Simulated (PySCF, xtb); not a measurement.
C4H3Cl2F, SMILES F[C@H](C=C=CCl)Cl.

GFN2-xTB in xtb at its own geometry gives an orbital gap of 4.06 eV and a dipole moment of 1.81 D.

Coordinates come from a TPSSh-D3(BJ)/def2-SVP optimisation. The structure was generated by enumeration; whether it is a known compound was not checked. The values are those of a single conformer.

Q: What does PBE/def2-TZVP (PySCF) give? (The exact figures need the calculation; the answer reports its results.)

A: gap 4.17 eV (levels -6.64 and -2.46 eV), dipole 1.36 D.
